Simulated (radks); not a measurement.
Task: The mean radii <r> (bohr) of the occupied orbitals of an atom or ion are listed with their occupations. All-electron calculation, Dirac Kohn-Sham, LB94 model potential, spin-unpolarised, spherical densities, finite nucleus; Fermi nuclear charge, rms radius of each element as measured or else 0.836 A^(1/3) + 0.57 fm. Program: a radial shooting solver on a logarithmic mesh with Libxc functionals.

orbital  occ.      <r>
1s1/2       2  0.01630
2s1/2       2  0.06795
2p1/2       2  0.05575
2p3/2       4  0.06455
3s1/2       2   0.1766
3p1/2       2   0.1669
3p3/2       4   0.1829
3d3/2       4   0.1590
3d5/2       6   0.1638
4s1/2       2   0.3908
4p1/2       2   0.3918
4p3/2       4   0.4259
4d3/2       4   0.4299
4d5/2       6   0.4407
4f5/2       6   0.4486
4f7/2       8   0.4541
5s1/2       2   0.8087
5p1/2       2   0.8406

Name the element and its charge. Open shells, if any, fill j = l - 1/2 first.

Result: Z = 81, thallium, charge +17: Tl17+ in [Kr] 4d10 4f14 5s2 5p2. The 1s radius gives Z: for a bare nucleus <r> = (2 gamma + 1)/(2Z) with gamma = sqrt(1 - (Z/c)^2), 0.01613 bohr for Z = 81, and screening makes it slightly larger (0.01630 here). The occupations add up to 64, and the charge is Z minus that.
